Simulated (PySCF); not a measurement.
revPBE on Hf⁺ (hafnium, charge +1), [Xe] 4f14 5d1 6s2, 2D determinant. All numbers are calculated (PySCF 2.14, scalar relativity through the core potential, in def2-TZVPPD with the def2 core potential (60 electrons)).

```
cycle= 1 E= -47.6522968133421  delta_E= -0.0104  |g|= 0.0623  |ddm|= 0.718
cycle= 2 E= -47.6602735839204  delta_E= -0.00798  |g|= 0.0316  |ddm|= 0.445
cycle= 3 E= -47.6632833413772  delta_E= -0.00301  |g|= 0.0227  |ddm|= 0.25
cycle= 4 E= -47.6639028474829  delta_E= -0.00062  |g|= 0.00854  |ddm|= 0.115
cycle= 5 E= -47.663950433749  delta_E= -4.76e-05  |g|= 0.000989  |ddm|= 0.0271
cycle= 6 E= -47.6639522221468  delta_E= -1.79e-06  |g|= 0.000297  |ddm|= 0.00867
cycle= 7 E= -47.6639523716266  delta_E= -1.49e-07  |g|= 2.56e-05  |ddm|= 0.00229
cycle= 8 E= -47.66395237377  delta_E= -2.14e-09  |g|= 1.7e-06  |ddm|= 0.000258
cycle= 9 E= -47.6639523737719  delta_E= -1.92e-12  |g|= 2.03e-07  |ddm|= 6.94e-06
converged SCF energy = -47.6639523737719  <S^2> = 1.4381529  2S+1 = 2.5985788
```

Highest occupied orbital energy: -10.909 eV; ⟨L²⟩ = 8.77; populations by l: s 3.54, p 6.00, d 1.46, f 0.00.

Problem. Can this result be used?

Solution. Not for this state. Self-consistency was reached. ⟨L²⟩ = 8.77 against 6 for a pure D term, so this real determinant mixes terms. Energies and moments cover only the electrons outside the core potential. Spin-orbit coupling, absent here, splits the open shell strongly. ⟨S²⟩ = 1.44 against 0.75 shows spin contamination. The s, p, d and f populations moved away from the nominal configuration during the SCF.
